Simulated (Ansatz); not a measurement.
Consider the cleavage of the Si–B bond: `N[SiH2]BF` + `[SH][GeH3]` → `N[SiH2][S][GeH3]` + `BF`.

Program: Ansatz. Geometries: PBE0-D4/def2-TZVP. ΔE: electronic, gas phase. CCSD(T)/CBS adds triple-zeta CCSD(T) − MP2 to the extrapolated MP2 energy (def2 sets, frozen cores). This one scheme is used for every species. Functionals use def2-TZVPP. For Ge outer-core shells are correlated without core-valence functions, which leaves a few kJ/mol of doubt a bond. Scalar relativity is left out up to krypton. One conformer a species, not always the lowest.

(1) Is it downhill or uphill in electronic energy at CCSD(T)/CBS, and by how much? (Estimate.)

(2) What do these levels give: r2SCAN-D4, CAM-B3LYP-D4, ωB97M-V, PBE, r2SCAN, r2SCAN0, HF/def2-SVP, CCSD(T)/def2-TZVPP, MP2/def2-QZVPP, SCS-MP2/def2-QZVPP, MP2/CBS(def2), CCSD/CBS(def2)? (An estimate is asked.)

Largest T1 diagnostic among the species: 0.013.

## Answers

(1) The calculation gave: Downhill: ΔE = -26.1 kcal/mol.

(2) Ansatz gave: r2SCAN-D4 -25.1, CAM-B3LYP-D4 -24.3, ωB97M-V -25.6, PBE -21.9, r2SCAN -24.7, r2SCAN0 -25.4, HF/def2-SVP -24.2, CCSD(T)/def2-TZVPP -25.1, MP2/def2-QZVPP -28.9, SCS-MP2/def2-QZVPP -27.5, MP2/CBS(def2) -29.3, CCSD/CBS(def2) -25.6 kcal/mol.

At CCSD(T), def2-SVP lies +2.7 kcal/mol from the extrapolated value and def2-TZVPP +1.0 kcal/mol. From PBE to PBE0 (25 % exact exchange), in def2-TZVPP and without D4, ΔE moves by −1.4 kcal/mol.
